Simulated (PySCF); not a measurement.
C₄H₁₁NSi.
Cartesian coordinates in Å at the PBE0-D3(BJ)/def2-SVP level; atoms count from 1:
```
atom  x, y, z in Å
Si1    2.3082    0.4734   -0.2414
N2     0.6201    0.1365   -0.0868
C3    -0.4004    1.1299    0.2059
C4    -1.6987    0.4128   -0.1435
C5    -1.4078   -1.0100    0.3213
C6     0.0625   -1.2129   -0.0558
H7     2.4641    1.8405   -0.8284
H8     2.9138   -0.5553   -1.1441
H9     3.0834    0.4451    1.0466
H10   -0.2467    2.0473   -0.3873
H11   -0.4106    1.4334    1.2742
H12   -2.5838    0.8590    0.3332
H13   -1.8518    0.4355   -1.2351
H14   -1.5256   -1.0718    1.4156
H15   -2.0695   -1.7671   -0.1240
H16    0.5705   -1.8700    0.6740
H17    0.1583   -1.7023   -1.0442
```

A calculation gives these core lines: C 1s: 290.56 (area 2), 291.29 (area 2) eV; N 1s: 403.96 eV; Si 1s: 1846.49 eV; Si 2p3/2: 106.63 eV.

The calculation used PySCF, delta-SCF UKS SCAN, pcX-2 on the ionised atom, pcseg-1 elsewhere, spin-free X2C. Geometry: PBE0-D3(BJ)/def2-SVP, one conformer, isolated molecule.

Problem. Assign the C 1s lines to atoms.

Solution. 290.56 eV: C4/C5 (ring CH2 carbon); 291.29 eV: C3/C6 (sp3 carbon bound to nitrogen). The listed C 1s values span 0.73 eV, from C4/C5 (bonded to 2 C and 2 H) to C3/C6 (bonded to N, C and 2 H). Summing the Pauling electronegativity differences to the bonded atoms, each weighted by its formal bond order, gives -0.70 for the lowest site and -0.21 for the highest.

Bonded neighbours of each site: Si1: N and 3 H; N2: 2 C and Si; C3/C6: N, C and 2 H; C4/C5: 2 C and 2 H.

Problem. Give the binding energy of Si 1s of Si1 in hartree and in kJ/mol.

Solution. 1846.49 eV = 67.8573 Eh = 178159 kJ/mol.

Topologically equivalent atoms share the value of their first member; where this conformer doesn't relate them by symmetry, their own values could differ. The 2p values aren't plain energy differences: one relaxed spin-free 2p hole is combined with a matrix within the shell (ground-state 2p orbital-energy differences and spin–orbit coupling). 2p3/2, the mean of its two sublevels, lies a third of the splitting below the shell's mean and 2p1/2 two thirds above it; the statistical areas are 2:1. 2p1/2 minus 2p3/2 (ligand field included): Si 0.62 eV.

Time: 46 s wall. Hardware: an Arm Neoverse V2 with one thread, on a shared host.
